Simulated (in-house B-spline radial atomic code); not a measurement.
A fraction x of an electron is removed from 3d in In V (In4+), starting from [Kr] 4d9 and keeping the highest spin. All numbers are computed (scalar-relativistic (X2C) BP86, spin-polarised, spherical fractional occupations; Fermi nucleus of rms radius 4.6156 fm) with an all-electron radial atomic-structure program (B-spline basis), not measured.

```
   x  E(x) - E(0) (eV)  3d down level (eV)
   0            0.0000            -481.496
0.11           53.2326            -486.374
0.22          107.0033            -491.281
0.37          181.2000            -498.016
0.43          211.1622            -500.725
 0.5                 ?                   ?
0.58          286.7807            -507.531
0.68          337.7618            -512.097
0.75                 ?                   ?
0.96          482.9508            -524.996
   1          503.9878            -526.852
```

Task: What belongs in the row x = 0.5?

Result: An energy change of 246.3238 eV; 3d down at -503.895 eV.

Task: What belongs in the row x = 0.75?

Result: An energy change of 373.7208 eV; 3d down at -515.306 eV.

Task: Check Janak's theorem between x = 0.11 and 0.22.

Result: The slope of the energy is 488.82 eV; the orbital levels give 488.83 eV (-ε of the emptying orbital, averaged over the two points).
